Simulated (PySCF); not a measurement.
Na(OtBu), C4H9NaO, SMILES CC([O][Na])(C)C, GFN2-xTB optimised geometry. Atoms within 1.6 Å of the plane z = 0.0 Å (x, y, z in Å): Na1 (2.45, -1.28, 0.00), O2 (0.62, -1.28, 0.00), C3 (-0.28, -0.26, 0.00), C4 (-0.09, 0.66, -1.23), C5 (-1.71, -0.82, -0.04), C6 (-0.14, 0.61, 1.27), H7 (-0.82, 1.46, -1.24), H9 (0.92, 1.09, -1.21), H10 (-1.83, -1.43, -0.94), H11 (-2.45, -0.03, -0.04), H12 (-1.87, -1.46, 0.83), H13 (0.87, 1.04, 1.31), H15 (-0.87, 1.42, 1.28).

Level of theory: B3LYP/def2-TZVP (PySCF). Cells within 0.4 Å of a nucleus heavier than hydrogen are left out (blank, or x).

Map of the LUMO amplitude (bohr^(-3/2)) on the plane z = 0.0 Å; orbital energy -1.64 eV, overall sign arbitrary:

```
|55555555555555555555555555555|
|55555555555555555555555555555|
|55555555555555555555555555555|
|55555555555555555555555555555|
|55555555555555555555555555555|
|55555555555555555555555555555|
|55555555555555555555555666655|
|55555555555555555555566666666|
|55555555555555555555666666666|
|55555555555555555556666666666|
|55555555555555555556666777766|
|55555555555555555566667777777|
|55555555555555555566677778777|
|55555555555455555566677888887|
|5555556554444xx55556778889888|
|555555554434xxx55456678899998|
|55555555xx345x653345666799998|
|55555555xx345676x0245xx489999|
|555555555445567xxx245xx179999|
|5555555555555677x1355xx489999|
|55555555555556665455666799998|
|55555555555555655556778899988|
|55555555555555555666778889888|
|55555555555555556666777888887|
|55555555555555555666677777777|
|55555555555555555666667777776|
|55555555555555555566666666666|
|55555555555555555556666666666|
|55555555555555555555666666666|
```
Scale: ten equal steps from -0.082 (start of '0') to 0.071 (end of '9'), in the order '0123456789'; x runs from -4.50 to 4.50, y from -4.50 (bottom) to 4.50 (top).
